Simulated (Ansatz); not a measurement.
NbOF2, SMILES [O]=[Nb]([F])[F] (connectivity only; charge and spin as stated), neutral, multiplicity 2. Atoms are numbered in the order given.

```xyz
4

Nb     0.0000     0.0000    -0.0344
O      0.0000     0.0000    -1.7337
F      0.0000    -1.7109     0.7476
F      0.0000     1.7109     0.7476
```
Charge 0, spin multiplicity 2.

The structure is a stationary point at r2SCAN-D4/def2-TZVP. The spin state was assumed, not searched. The def2 effective core potentials stand for the cores of Nb; spin–orbit coupling is left out.

Two levels are set side by side: PBE-D3(BJ)/def2-TZVP (Ansatz, a first-principles code) and r2SCAN-D4/def2-TZVP (Ansatz). Each level has its own optimised geometry; the coordinates shown are those of the second. Differences are taken from unrounded values.

```tsv
quantity	r2SCAN-D4	PBE-D3(BJ)	PBE-D3(BJ) minus r2SCAN-D4
mean bond length (Å)	1.821	1.830	0.009
bond Nb1–O2 (Å)	1.699	1.708	0.009
bond Nb1–F3 (Å)	1.881	1.891	0.009
bond Nb1–F4 (Å)	1.881	1.891	0.009
```

Here PBE gives about what the other level gives.
